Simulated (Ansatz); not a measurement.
Consider the isomerisation: `OC1=CB1` → `C#CBO`.

Isolated molecules relaxed with PBE0-D4/def2-TZVP in Ansatz; ΔE leaves out vibrations. CCSD(T)/CBS is the MP2 limit (def2-TZVPP, def2-QZVPP) plus CCSD(T) − MP2 in def2-TZVPP, frozen cores. DFT in def2-TZVPP. Each species was taken in one conformer, which may not be the lowest.

```json
{"level": "r2SCAN", "ΔE (kJ/mol)": "-119.6"}
{"level": "HF/def2-SVP", "ΔE (kJ/mol)": "-140.2"}
```

Q: What does CCSD(T)/CBS give? (Estimate.)

A: Ansatz gave: -148.0 kJ/mol. The listed levels differ from it by 28.4, 7.8 kJ/mol.

Q: What do rigid-rotor, harmonic-oscillator terms from PBE0-D4/def2-TZVP frequencies (298.15 K, 1 bar) make of the CCSD(T)/CBS value? (Estimate.)

A: The calculation gave: ΔZPE = -3.1 kJ/mol, ΔH = -149.4 kJ/mol, ΔS = 13 J/(mol·K), ΔG = -153.3 kJ/mol.

Largest T1 diagnostic among the species: 0.015.

From PBE to PBE0 (25 % exact exchange), in def2-TZVPP and without D4, ΔE moves by +4.5 kJ/mol. At CCSD(T), def2-SVP lies +5.0 kJ/mol from the extrapolated value and def2-TZVPP −0.2 kJ/mol.
